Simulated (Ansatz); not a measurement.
GeO₄⁻. Total charge -1; doublet. Geometry r2SCAN-D4/def2-SVP, that of the neutral singlet; atoms count from 1.

```tsv
atom	x (Å)	y (Å)	z (Å)
Ge1	-0.083	0.616	0.350
O2	0.652	-1.028	0.519
O3	-0.488	-0.196	-1.215
O4	0.189	-1.410	-0.801
O5	-0.271	2.018	1.147
```

The structure holds 2 bonds between oxygen atoms, so isomers without such links may lie far lower. The highest occupied level of the charge -1 doublet lies above zero (up to 0.88 eV). By energy differences its removal costs 0.97 eV (vertical, to the charge 0 singlet, at PBE0-D4/def2-TZVPD); a positive level beside a positive removal energy at the same level points to self-interaction error. The structure comes from a short search, and lower isomers may exist.

Problem. Estimate the Mulliken populations from the PBE0/def2-TZVPD orbitals of Ansatz.

Solution. 
```
atom  charge (e)  spin (α − β)
 Ge1       -0.59          1.75
  O2       -0.07         -0.19
  O3       -0.07         -0.19
  O4       -0.08          0.01
  O5       -0.18         -0.37
```
Mulliken values and Mayer orders depend strongly on the basis. With diffuse functions, as here, like atoms can get unlike values, and bond orders can come out too low or too high.

Problem. Where does the spin sit?

Solution. Summed by element: Ge 1.75, O -0.75, of 1 unpaired in all. Largest on single atoms: Ge1 1.75, O5 -0.37, O3 -0.19.

Problem. And the Mayer bond orders between bonded heavy atoms (over 0.3)?

Solution. O2–O4 0.79 (1.45 Å); O3–O4 0.79 (1.45 Å).
